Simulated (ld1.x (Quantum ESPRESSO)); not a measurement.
**What one change does to a pseudopotential (O (Z = 8), TM)**

| Item | Value |
| --- | --- |
| Element | O (Z = 8) |
| Generator | ld1.x (Quantum ESPRESSO) 7.5 |
| Type | norm-conserving Troullier–Martins (Kleinman–Bylander form) |
| Functional | LDA (PZ) |
| Relativity | scalar-relativistic |
| Frozen core | [He] |
| Valence charge | 6 |
| Reference configuration | 2s1.75 2p4.25 |
| Partial waves | 2p (bound): rc 1.20 bohr; 3d channel at -0.1 Ry: rc 1.10 bohr; 2s (bound): rc 0.55 bohr |
| Local potential | the s channel |
| Core correction | a·sin(br)/r model core inside 0.30 bohr |

Change: local potential the p channel.

Cutoffs: the cutoffs (Ry, on a coarse ladder) from which the occupation-weighted sum of valence levels, in a spherical-Bessel basis at the reference potential, stays within 10 and 1 mRy of its value at 400 Ry; they do not see the model core or the augmentation charge, which bear on the density cutoff. Errors are all-electron minus pseudo energies relative to the spin-unpolarised reference configuration.

Task: What does the change do?

Result: Of the 9 tests that both files solve, the error grows in 0 and shrinks in 3 by more than 15 % and 0.3 meV (median size 11.7 → 10.3 meV); neither file shows a bound ghost.

```csv
quantity,base,changed
"cutoff, loose",260 Ry,260 Ry
"cutoff, tight",over 300 Ry,over 300 Ry
bound ghosts,none,none
"error for 2s2 2p4, meV [ΔE -3.64 eV]",+0.9,+0.9
"error for 2s2 2p3, meV [ΔE 12.94 eV]",+12,+5.3
"error for 2s2 2p2, meV [ΔE 46.65 eV]",+79,+49
"error for 2s0 2p6, meV [ΔE 25.59 eV]",+55,+55
"error for 2s1 2p5, meV [ΔE 10.94 eV]",+10,+10
"error for 2s2 2p3.5, meV [ΔE 2.73 eV]",+3.6,+2.2
"error for 2s2 2p4.3, meV [ΔE -5.81 eV]",+0.2,-0.1
"error for 2s1.75 2p4.25 (spin-polarised), meV [ΔE -1.44 eV]",+31,+30
"error for 2s2 2p4 (spin-polarised), meV [ΔE -5.05 eV]",+29,+29
s: phases at 1.30 bohr within 0.05 rad from the reference energy up to (Ry; the scan ends near 5),to the end of the scan,to the end of the scan
p: phases at 1.30 bohr within 0.05 rad from the reference energy up to (Ry; the scan ends near 5),to the end of the scan,to the end of the scan
d: phases at 1.30 bohr within 0.05 rad from the reference energy up to (Ry; the scan ends near 5),to the end of the scan,to the end of the scan
```
